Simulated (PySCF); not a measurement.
**UHF on Sr (strontium, neutral)**

Configuration: [Kr] 5s2, closed-shell 1S. Computed with PySCF 2.14 in Sapporo-DKH3-DZP-2012 (7s6p2d, 35 functions), with scalar relativity by spin-free X2C-1e.

- Total energy: -3177.158385 hartree
- One-electron energy: -4396.2993 hartree
- Hartree (Coulomb) energy: 1323.1321 hartree
- Exchange energy: -103.9912 hartree
- ⟨S²⟩: 0.0000
- ⟨L²⟩: 0.000
- Sum of ⟨r⟩: 31.52 bohr
- Sum of ⟨r²⟩: 74.27 bohr²
- Langevin diamagnetic susceptibility: -58.8 ×10⁻⁶ cm³/mol
- Time after the integrals: 0.06 s of wall time on 1 thread of Neoverse-V2 (shared host)

| shell | electrons | mean orbital energy (eV) | rms radius, mean of both spins (bohr) |
| --- | --- | --- | --- |
| 1s | 2 | -16195.9 | 0.0451 |
| 2s | 2 | -2261.4 | 0.187 |
| 2p | 6 | -2004.4 | 0.166 |
| 3s | 2 | -379.73 | 0.524 |
| 3p | 6 | -294.05 | 0.535 |
| 3d | 10 | -152.12 | 0.547 |
| 4s | 2 | -53.025 | 1.45 |
| 4p | 6 | -29.811 | 1.68 |
| 5s | 2 | -4.930 | 4.88 |

Densities and radii are taken from the X2C orbitals without a picture-change correction, which distorts them close to the nucleus.
